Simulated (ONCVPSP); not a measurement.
Plane-wave convergence, ONCV potential for beryllium (Be)

```json
{
  "Element": "beryllium (Be)",
  "Generator": "ONCVPSP 4.0.1",
  "Type": "optimised norm-conserving Vanderbilt (ONCV)",
  "Functional": "PBE",
  "Relativity": "scalar-relativistic",
  "Frozen core": "none",
  "Valence charge": "4",
  "Reference configuration": "1s2 2s1.5 2p0.5",
  "Partial waves": "1s+2s: rc 0.70 bohr, ncon 4, nbas 7, qcut 15.7 1/bohr, 2 projectors; 2p: rc 4.00 bohr, ncon 4, nbas 7, qcut 3.1 1/bohr, 2 projectors, debl 2.8 Ha; d scattering state at 0.16 Ha: rc 4.30 bohr, ncon 3, nbas 7, qcut 2 1/bohr, 2 projectors, debl 3.3 Ha",
  "Local potential": "polynomial inside 0.55 bohr (lpopt 5, dvloc0 -1 Ha)",
  "Core correction": "none"
}
```

**Question.** For each optimised wave give the share of its norm inside rc, the residual kinetic energy above qcut (Ha) and the cutoffs (Ha) for errors of 10, 1, 0.1 and 0.01 mHa per electron.

**Answer.**

| wave | norm inside rc | residual KE | 10 mHa | 1 mHa | 0.1 mHa | 0.01 mHa |
| --- | --- | --- | --- | --- | --- | --- |
| 1s | 0.869 | 4.5e-05 | 79.5 | 100.0 | 116.8 | 234.9 |
| 2s | 0.020 | 5.7e-06 | 48.4 | 77.7 | 100.1 | 118.8 |
| 2p | 0.750 | 2.8e-06 | 2.0 | 3.0 | 3.7 | 4.4 |
| p projector 2 | 0.226 | 2.7e-03 | 4.0 | 7.9 | 12.4 | 17.4 |
| d projector 1 | 0.427 | 2.4e-04 | 0.8 | 1.4 | 2.8 | 9.1 |
| d projector 2 | 0.249 | 8.2e-01 | 18.4 | 38.4 | 86.8 | not reached |

The occupied waves need 100 Ha and 117 Ha for 1 and 0.1 mHa. Note: no bound ghost flagged; GHOST(+) flagged for d at 93.8 eV, d at 154.6 eV, d at 370.6 eV.
